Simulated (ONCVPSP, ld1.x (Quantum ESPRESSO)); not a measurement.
## Potentials for C (Z = 6) compared

Generated with ld1.x 7.5 (TM, RRKJ, ultrasoft, PAW), atompaw 4.2 or ONCVPSP 4.0.1. The cutoff is in Ry: for ld1.x and atompaw files where the sum of valence levels is converged to 10 mRy in a Bessel basis, for ONCV files where the hardest occupied wave has 1 mHa per electron of residual kinetic energy. The error is the largest all-electron minus pseudo excitation energy over each file’s own four to seven test configurations (ionisations up to +4, promotions, holes and added fractions of an electron), all of which were solved. The labels leave out finer settings (local radius, basis sizes, second energies), which also bear on the numbers. Spin-polarised tests are not counted. The rows are a selection from randomly drawn settings: files with unsolved tests, undetermined cutoffs or missed reference levels are left out.

A true bound ghost makes a file unfit for plane-wave use even where its test errors are small: the radial tests pick states by their node count and pass the ghost by.

| potential | cutoff (Ry) | largest error (meV) | bound ghosts |
| --- | --- | --- | --- |
| ONCV, PBE, scalar-relativistic, rc 1.20/1.75 (sp), local smoothed, core correction yes, reference 2s2 2p1.5, qcut 4.7/9.1, projectors 1/3 | 112 | +97 | none |
| PAW, PBEsol, scalar-relativistic, rc 0.95/3.60/3.85 (spd), local smoothed, core correction yes, reference 2s2 2p2 | 35 | -17 | none |
| PAW, BLYP, non-relativistic, rc 0.90/1.65/1.30 (spd), local d, core correction yes, reference 2s2 2p0 | 45 | -6.5 | s |
| ONCV, LDA (Perdew-Wang 92), scalar-relativistic, rc 1.05/1.65/1.25 (spd), local smoothed, core correction no, reference 2s2 2p2, qcut 7.2/10.5/8.3, projectors 3/2/3 | 49 | +381 | s |
| ONCV, PBE, scalar-relativistic, rc 0.95/2.05/2.25 (spd), local s, core correction yes, reference 2s2 2p1.5, qcut 6.6/6.4/4.3, projectors 0/1/1 | 39 | +256 | none |
| PAW, PBE, scalar-relativistic, rc 1.35/2.85 (sp), local smoothed, core correction yes, reference 2s2 2p2 | 8 | -11 | none |
| RRKJ, LDA (PZ), non-relativistic, rc 0.95/2.05 (sp), local smoothed, core correction no, reference 2s2 2p2 | 40 | +855 | none |

(1) Fill in the row for C: ONCV, PBE, scalar-relativistic, rc 1.15/2.00/2.05 (spd), local s, core correction yes, reference 2s2 2p1, qcut 5.6/7.3/4.6, projectors 0/2/2.

(2) Fill in the row for C: ONCV, LDA (Perdew-Zunger), scalar-relativistic, rc 1.10/1.70 (sp), local smoothed, core correction yes, reference 2s2 2p1, qcut 7.7/9.1, projectors 1/2.

Results:

(1) cutoff 51 Ry, largest error +359 meV, bound ghosts: none.

(2) cutoff 45 Ry, largest error +135 meV, bound ghosts: none.
